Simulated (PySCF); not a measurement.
Some computed properties have been withheld. Give your best values.

Species: C9H9N.
SMILES: `CCCCC#CC#CC#N`

Conformer (atom-mapped SMILES and torsion angles): `[CH3:1][CH2:2][CH2:3][CH2:4][C:5]#[C:6][C:7]#[C:8][C:9]#[N:10]`: C1–C2–C3–C4 180°, C2–C3–C4–C5 180°.

```tsv
property	level	value
point group of the GFN2-xTB geometry	GFN2-xTB	Cs
rotational constants A, B, C of the GFN2-xTB geometry	GFN2-xTB	7.715, 0.299, 0.289 GHz
dipole moment	PBE0/pcSseg-1	?
HOMO energy	PBE0/pcSseg-1	?
LUMO energy	PBE0/pcSseg-1	?
13C chemical shifts (computed TMS as zero) by class	GIAO PBE0/pcSseg-1	?
1H chemical shifts (computed TMS as zero) by class	GIAO PBE0/pcSseg-1	?
isotropic shieldings of nuclei other than C and H, by class	GIAO PBE0/pcSseg-1	?
```

Electronic properties: PySCF, gas phase, density fitting. One conformer (not necessarily the lowest) at the GFN2-xTB geometry, without solvent or vibrations. NMR classes are plain means over equivalent atoms (diastereotopic ones count apart unless rotation or inversion swaps them), as if these changed places fast; in this geometry the members of some classes differ.

The HOMO energy?

-7.72 eV.

What are the isotropic shieldings of nuclei other than C and H, by class?

-37 (1 N) ppm.

The dipole moment?

6.96 D.

The 1H chemical shifts (computed TMS as zero) by class?

2.40 (2 H), 1.59 (2 H), 1.29 (2 H), 1.12 (3 H) ppm.

Give the 13C chemical shifts (computed TMS as zero) by class.

112.6 (1 C), 89.7 (1 C), 72.3 (1 C), 71.9 (1 C), 55.9 (1 C), 36.2 (1 C), 28.7 (1 C), 22.9 (1 C), 16.8 (1 C) ppm.

The LUMO energy?

-2.05 eV.

In atomic units the dipole is 2.74 e·bohr (1 au = 2.5417 D). The rotational constants make it an asymmetric top with κ = (2B − A − C)/(A − C) = -1.00, nearer the prolate limit (−1). A dipole of 6.96 D is allowed in Cs, and pure rotational transitions are dipole-allowed. With B = h/(8π²I), that is 505.379 GHz u Å² over I, the principal moments of inertia are 65.5, 1693.0 and 1746.0 u Å² (most abundant isotopes).
